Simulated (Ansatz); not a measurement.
Input for Ansatz (an electronic-structure program): U-PBE0/def2-TZVPP on TiF, 2S+1 = 4, a spin state set in the input, which need not be the lowest.

Ansatz 0.2 input:
```yaml
crystal:
  periodic: [false, false, false]
  atoms:
    - {symbol: Ti, position_ang: [0.00000000, 0.00000000, 0.00000000]}
    - {symbol: F, position_ang: [0.00000000, 0.00000000, 2.06100000]}
basis:
  gaussian:
    orbitals: def2-TZVPP
hamiltonian:
  xc: {name: PBE0}
magnetization: {spin_polarized: true, initial_magnetization: 3}
relax: {f_tol: 0.002, max_steps: 120}
```

Task: Predict the final total energy.

Result: -949.0468 hartree.

Task: How many basis functions does it have, and what does it roughly cost on one machine?

Result: 95 functions; roughly 50 core-seconds.
